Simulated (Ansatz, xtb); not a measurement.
Relative energy of two isomers of Al2F2H4O2

We compare I, `[F][Al@H-]1[OH+][Al@@H-]([F])[OH+]1`, a singlet, with II, `[F][Al-]1([F])[OH+][AlH2-][OH+]1`, a singlet. Both are isolated molecules in the gas phase, relaxed with PBE0-D4/def2-SVP.

Q: Estimate E(II) − E(I) at the level CCSD(T)/def2-SVP + ΔMP2/def2-TZVPP.

A: Calculated at CCSD(T)/def2-SVP + ΔMP2/def2-TZVPP: E(II) − E(I) = +1.93 kcal/mol, so structure I lies lower.

The same difference at several levels:

| level | geometry | E(II) − E(I) (kcal/mol) | departure from the last row (kcal/mol) | job, with rough time for the two |
| --- | --- | --- | --- | --- |
| PBE0-D4/def2-SVP | PBE0-D4/def2-SVP | +2.60 | +0.67 | optimisation, 1.7 min |
| HF/def2-SVP | PBE0-D4/def2-SVP | +1.95 | +0.02 | part of the CCSD(T) run |
| MP2/def2-SVP | PBE0-D4/def2-SVP | +2.19 | +0.26 | part of the CCSD(T) run |
| CCSD(T)/def2-SVP | PBE0-D4/def2-SVP | +2.08 | +0.15 | single point |
| CCSD(T)/def2-SVP + ΔMP2/def2-TZVPP | PBE0-D4/def2-SVP | +1.93 |  | single point, 49 s |

As drawn, both hold the same kinds of bond in the same numbers.

None of the levels shown reverses the order. The largest departure from CCSD(T)/def2-SVP + ΔMP2/def2-TZVPP is that of PBE0-D4/def2-SVP, 0.67 kcal/mol. Levels run at GFN2-xTB geometries aren't shown. The last row adds to CCSD(T) the change of the MP2 difference between the two basis sets, here −0.15 kcal/mol.

With thermal terms from frequencies at re-optimised GFN2-xTB minima (ideal gas, soft modes damped towards free rotors, one conformer each, 298.15 K, 1 atm): the zero-point term adds −0.46 kcal/mol; ΔH is +1.44 and ΔG +1.73 kcal/mol.

The correlated steps freeze 14 core orbitals. Mirror images aren't counted in ΔG. Codes used: Ansatz 0.2.0, xtb 6.7.1; the last row on 2 threads of Arm Neoverse V1 on a shared host.
